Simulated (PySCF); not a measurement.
Atoms are numbered as in `[CH2:1]=[CH:2][n:3]1[n:4][cH:5][p:6][c:7]1[O:8][CH3:9]`; H(Xn) means a hydrogen on atom n. Ha(C1) is cis to N3; Hb(C1) is trans to N3.

Theoretical values (PySCF 2.14.0 with density-fitted response routines): shielding tensors at PBE0/pcSseg-1 (GIAO), structure optimised with GFN2-xTB. No solvent model, fast rotation and ring inversion assumed for equivalent nuclei, one conformer, non-relativistic Hamiltonian.

Q: List the cross peaks expected in HSQC, COSY and HMBC spectra.

A: 

HSQC (one-bond C–H):
```
           δH          δC
 8.51 (H(C5))  162.4 (C5)
 7.41 (H(C2))  133.3 (C2)
6.42 (Ha(C1))  108.8 (C1)
5.26 (Hb(C1))  108.8 (C1)
 4.19 (H(C9))   62.3 (C9)
```

COSY cross peaks (H two or three bonds apart, from the bond graph; peaks can be absent where the dihedral angle is near 90°):
```
           δH             δH
 7.41 (H(C2))  6.42 (Ha(C1))
 7.41 (H(C2))  5.26 (Hb(C1))
6.42 (Ha(C1))  5.26 (Hb(C1))
```

HMBC (two and three bonds, from the bond graph):
```
           δH                      δC
 8.51 (H(C5))              197.7 (C7)
 7.41 (H(C2))  197.7 (C7), 108.8 (C1)
6.42 (Ha(C1))              133.3 (C2)
5.26 (Hb(C1))              133.3 (C2)
 4.19 (H(C9))              197.7 (C7)
```

Referencing at the same level of theory: 1H (σ = 31.72 ppm) and 13C (σ = 186.93 ppm) vs TMS.

Shifts are as computed. Against solution values, carbons near 30 ppm lie about +3 ppm off and those near 130 ppm about +5 ppm. Of 1211 compounds with measured shifts, 218 miss one by over three times the rms of a fit or turn the order of signals round; such compounds aren't used in these exercises.
